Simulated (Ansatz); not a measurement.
`CO[Si]Br` + `NBCBr` → `CNBCBr` + `O[Si]Br`  (substitution at a C–O bond)

Gas-phase electronic energies from Ansatz, PBE0-D4/def2-TZVP geometries. CCSD(T)/CBS is the MP2 limit (def2-TZVPP, def2-QZVPP) plus CCSD(T) − MP2 in def2-TZVPP, frozen cores. Functionals use def2-TZVPP. For Br outer-core shells are correlated without core-valence functions, which leaves a few kJ/mol of doubt a bond. Scalar relativity is left out up to krypton. Each species was taken in one conformer, which may not be the lowest.

```tsv
level	ΔE (kJ/mol)
PBE0	-6.9
HF/def2-TZVPP	-3.3
```

What does CCSD(T)/CBS give? (Best estimate.)

Ansatz gave: -8.8 kJ/mol. The listed levels differ from it by 1.9, 5.5 kJ/mol.

Largest T1 diagnostic among the species: 0.012.

In def2-TZVPP, CCSD(T) changes the Hartree–Fock value by −6.2 kJ/mol (the triples alone add +0.0 kJ/mol) and MP2 by −7.2 kJ/mol.
